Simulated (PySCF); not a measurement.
Species: C4H10NOSi2 (doublet state).
Geometry (GFN2-xTB, Å), atoms numbered from 1 in this order:
```
atom  x, y, z in Å
C1     3.357   -0.036   -0.384
C2     2.325    0.318   -1.101
O3     1.044    0.548   -0.894
C4     0.152   -0.361   -0.373
C5     0.494   -1.609   -0.044
N6    -1.080    0.231   -0.295
Si7   -2.460   -0.689    0.239
Si8   -1.044    1.914   -0.812
H9     3.315   -0.172    0.698
H10    4.325   -0.162   -0.834
H11    1.501   -1.953   -0.186
H12   -0.220   -2.295    0.363
H13   -2.648   -1.823   -0.669
H14   -3.588    0.231    0.189
H15   -2.217   -1.153    1.609
H16   -2.422    2.355   -0.611
H17   -0.696    1.992   -2.228
H18   -0.146    2.671    0.057
```

The hyperfine couplings belong to this conformer and change with its torsions.

As a line formula: `C=[C]OC(=C)N([SiH3])[SiH3]` [radical].

Level of theory: UKS B3LYP, pcH-1 on C H N O Si, non-relativistic, mean-field spin-orbit, GIAO (PySCF 2.14.0). Isolated species at its GFN2-xTB geometry (one conformer only). The geometry wasn't refined by DFT: couplings that depend on bond lengths, twists or pyramidal angles can differ widely from those at the functional's own minimum. Stability of the SCF solution: not tested.

Problem. Predict the first-order ENDOR lines of H9, H10, H11 and H12 under fast tumbling at B = 3348.4 mT (W band).

Solution. For S = 1/2 in fast tumbling each set of equivalent nuclei gives two lines, ν± = |νn ± a/2| to first order, with νn = g_N μN B/h and μN/h = 7.62259 MHz/T.

| nuclei | isotope | g_N | νn (MHz) | a_iso (MHz) | lower line (MHz) | upper line (MHz) |
| --- | --- | --- | --- | --- | --- | --- |
| H9 | 1H | 5.5857 | 142.57 | 140.22 | 72.46 | 212.68 |
| H10 | 1H | 5.5857 | 142.57 | 57.07 | 114.03 | 171.10 |
| H11 | 1H | 5.5857 | 142.57 | -2.01 | 141.56 | 143.57 |
| H12 | 1H | 5.5857 | 142.57 | -1.51 | 141.81 | 143.32 |

Problem. Which pairs are centred on the nuclear Larmor frequency, and which on half the coupling?

Solution. Centred on νn, since |a| < 2νn: H9, H10, H11 and H12. No pair has |a| > 2νn.

Si7 and Si8, with what hangs on them, aren't averaged: N6 is flat or nearly so (angle sum 360°), and its turn about the short N6–C4 bond (1.37 Å) is taken as slow.

On Arm Neoverse V2, one thread, no GPU, on a shared host, this took 2.6 min wall (grids of density and orbitals included) and 1.1 GiB of memory at its peak.
